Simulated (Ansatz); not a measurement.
Geometry optimisation, RKS B3LYP-D4/def2-SVP (Ansatz).

The input (input.yaml):

```yaml
crystal:
  periodic: [false, false, false]
  atoms:
    - { symbol: Zr, position_ang: [-0.155266, -0.264109, 0.181039] }
    - { symbol: Cl, position_ang: [-0.145874, -0.179774, 2.675974] }
    - { symbol: O, position_ang: [1.586074, -0.512362, -0.588661] }
    - { symbol: H, position_ang: [2.384356, -0.661849, -1.099503] }
    - { symbol: O, position_ang: [-1.138801, 1.188693, -0.59265] }
    - { symbol: H, position_ang: [-1.589568, 1.826615, -1.147683] }
    - { symbol: O, position_ang: [-1.144331, -1.857479, -0.193333] }
    - { symbol: H, position_ang: [-1.637664, -2.604514, -0.532377] }
    - { symbol: S, position_ang: [1.72142, 2.745951, 1.388032] }
    - { symbol: H, position_ang: [2.861445, 2.028282, 1.506136] }
    - { symbol: H, position_ang: [1.115208, 2.046446, 2.412227] }
basis:
  gaussian: { orbitals: def2-SVP }
hamiltonian:
  xc: b3lyp
  dispersion: d4
relax:
  f_tol: 0.03
  max_steps: 50
output:
  orbitals: {}
```

Command:

```bash
$ ansatz run input.yaml --threads 4 --pin off --max-ram 5120MiB --backend cpu --events-out ev --progress --plain --runs-dir out
```

Q: Where does it end, and by what steps?

A: The run converged. The force dipped under the threshold on the way, but the program's further checks kept it going. After 25 steps the energy has fallen by 0.102 eV; H11 moved furthest, 0.53 Å. Joined: Zr1–S9 (3.75 → 3.07 Å).

| step | energy less start (eV) | largest force component (eV/Å) | accepted |
| --- | --- | --- | --- |
| 0 | 0.0000 | 0.798 | yes |
| 1 | -0.0250 | 0.612 | yes |
| 2 | -0.0469 | 0.135 | yes |
| 3 | -0.0528 | 0.098 | yes |
| 4 | -0.0580 | 0.226 | yes |
| 5 | -0.0631 | 0.251 | yes |
| 6 | -0.0682 | 0.368 | yes |
| 7 | -0.0722 | 0.168 | yes |
| 8 | -0.0756 | 0.167 | yes |
| 9 | -0.0789 | 0.271 | yes |
| 10 | -0.0834 | 0.275 | yes |
| 11 | -0.0856 | 0.276 | yes |
| 12 | -0.0921 | 0.092 | yes |
| 13 | -0.0964 | 0.113 | yes |
| 14 | -0.0960 | 0.339 | no |
| 15 | -0.0988 | 0.045 | yes |
| 16 | -0.1004 | 0.012 | yes |
| 17 | -0.1006 | 0.039 | yes |
| 18 | -0.1006 | 0.045 | yes |
| 19 | -0.1007 | 0.034 | yes |
| 20 | -0.1012 | 0.047 | yes |
| 21 | -0.1014 | 0.032 | yes |
| 22 | -0.1015 | 0.078 | yes |
| 23 | -0.1016 | 0.056 | yes |
| 24 | -0.1018 | 0.016 | yes |
| 25 | -0.1018 | 0.020 | yes |

```xyz
11
Properties=species:S:1:pos:R:3
Zr -0.023 -0.123 0.262
Cl -0.118 -0.347 2.678
O 1.738 -0.331 -0.563
H 2.179 -0.933 -1.170
O -1.132 1.285 -0.457
H -1.631 1.873 -1.026
O -0.895 -1.741 -0.288
H -1.475 -2.473 -0.506
S 1.584 2.346 1.112
H 2.606 1.638 1.644
H 1.023 2.562 2.324
```

Whether the end is a true minimum wasn't checked by a vibrational analysis.

The run took 66 s on 4 threads of Arm Neoverse V2, with other jobs on the host, peak memory 0.37 GiB.
